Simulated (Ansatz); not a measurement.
Computed with Ansatz on PBE0-D4/def2-TZVP structures; ΔE is electronic, products minus reactants. CCSD(T)/CBS is the MP2 limit (def2-TZVPP, def2-QZVPP) plus CCSD(T) − MP2 in def2-TZVPP, frozen cores. This one scheme is used for every species. Functionals use def2-TZVPP. B3LYP here is the variant with VWN-RPA as its local correlation; programs differ in this. HSE06 is defined as in plane-wave codes. For Mg outer-core shells are correlated without core-valence functions, which leaves a few kJ/mol of doubt a bond. Each species was taken in one conformer, which may not be the lowest.

Consider the formal exchange of groups at a Mg–F bond: `[OH][Mg][F]` + `CC(C)CF` → `C[CH](C)[Mg][OH]` + difluoromethane.

**Question.** Is it downhill or uphill in electronic energy at CCSD(T)/CBS, and by how much? (Estimate.)

**Answer.** The calculation gave: Uphill: ΔE = +252.0 kJ/mol.

**Question.** What do these levels give: LDA (SPW92), PBE-D4, B97M-V, B3LYP-D4, HSE06-D4, BHLYP-D4, B2PLYP, HSE06, CAM-B3LYP, MP2/def2-SVP, CCSD(T)/def2-SVP, HF/def2-QZVPP? (Estimate.)

**Answer.** Computed: LDA (SPW92) 230.1, PBE-D4 230.9, B97M-V 246.3, B3LYP-D4 243.4, HSE06-D4 237.5, BHLYP-D4 250.5, B2PLYP 246.3, HSE06 235.6, CAM-B3LYP 246.8, MP2/def2-SVP 269.8, CCSD(T)/def2-SVP 259.5, HF/def2-QZVPP 255.2 kJ/mol.

Largest T1 diagnostic among the species: 0.011.

From BLYP to BHLYP (50 % exact exchange), in def2-TZVPP and without D4, ΔE moves by +17.0 kJ/mol. At CCSD(T), def2-SVP lies +7.5 kJ/mol from the extrapolated value and def2-TZVPP −7.1 kJ/mol. The D4 term adds +4.2 kJ/mol with B3LYP and +2.2 kJ/mol with PBE0; it sums over pairs of atoms, weighted by their polarisabilities, and B3LYP, whose exchange is more repulsive, gets the larger term.
